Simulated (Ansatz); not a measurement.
Potential energy curve for MgH, doublet.

ROHF/cc-pVQZ (Ansatz, a program for electronic structure); ROMP2 = MP2 on ROHF/cc-pVQZ, frozen core (Ansatz); ROCCSD = CCSD on ROHF/cc-pVQZ, frozen core (Ansatz); ROCCSD(T) = CCSD(T) on ROHF/cc-pVQZ, frozen core in Ansatz; UHF/cc-pVQZ (Ansatz); UMP2 = MP2 on UHF/cc-pVQZ, frozen core (Ansatz); UCCSD = CCSD on UHF/cc-pVQZ, frozen core (Ansatz); UCCSD(T) = CCSD(T) on UHF/cc-pVQZ, frozen core run with Ansatz; UKS-CAM-B3LYP = Ansatz with unrestricted CAM-B3LYP/cc-pVQZ; UKS-BLYP = Ansatz with unrestricted BLYP/cc-pVQZ; UKS-PBE = unrestricted PBE/cc-pVQZ run with Ansatz; FCI = Ansatz with full CI/cc-pVQZ, frozen core.

All curves are set to zero at 1.74 Å and compared with full CI in the same basis at 1.74, 1.78, 1.85, 1.89, 2.00, 2.17, 2.37, 2.63, 2.88, 3.10, 3.50, 3.81, 4.20, 4.68, 5.20, 6.03, 6.87 Å.

Question: Which method stays most parallel to full CI over these points, and which least?

Answer: UCCSD(T) has the smallest spread and ROHF the largest. In order (kJ/mol): UCCSD(T) 0.71, ROCCSD(T) 1.11, UCCSD 2.23, ROCCSD 4.30, UKS-CAM-B3LYP 7.30, UKS-PBE 11.96, UKS-BLYP 17.34, UMP2 18.54, UHF 26.49, ROMP2 26.61, ROHF 46.71.

Errors against full CI at some of the points (kJ/mol):

| method | 2.17 Å | 2.63 Å | 3.50 Å | 4.20 Å | 6.87 Å |
|---|---|---|---|---|---|
| UCCSD(T) | 0.2 | 0.1 | -0.3 | -0.4 | -0.5 |
| ROCCSD(T) | 0.3 | 0.4 | -0.4 | -0.6 | -0.6 |
| UCCSD | 0.4 | -0.1 | -1.4 | -1.7 | -1.8 |
| ROCCSD | 1.2 | 0.9 | -1.6 | -2.0 | -2.1 |
| UKS-CAM-B3LYP | 1.3 | -1.8 | 2.3 | 4.7 | 5.1 |
| UKS-PBE | -6.2 | -12.0 | -2.8 | -1.3 | -1.1 |
| UKS-BLYP | -7.5 | -17.1 | -7.6 | -1.2 | -0.6 |
| UMP2 | 9.1 | 17.2 | 2.8 | -0.8 | -1.3 |
| UHF | 3.8 | -5.4 | -19.9 | -21.8 | -22.7 |
| ROMP2 | 8.9 | 24.4 | -0.3 | -2.0 | -2.2 |
| ROHF | 11.1 | 18.5 | -20.8 | -24.4 | -25.5 |

The T1 diagnostic of CCSD on the restricted reference of ROMP2, ROCCSD, ROCCSD(T) exceeds 0.045 at 2.00 to 3.10 Å. The unrestricted determinant behind UHF, UMP2, UCCSD, UCCSD(T) is spin-contaminated at 2.37 to 3.10 Å (<S²> up to 0.9, against 0.75 for a pure doublet).
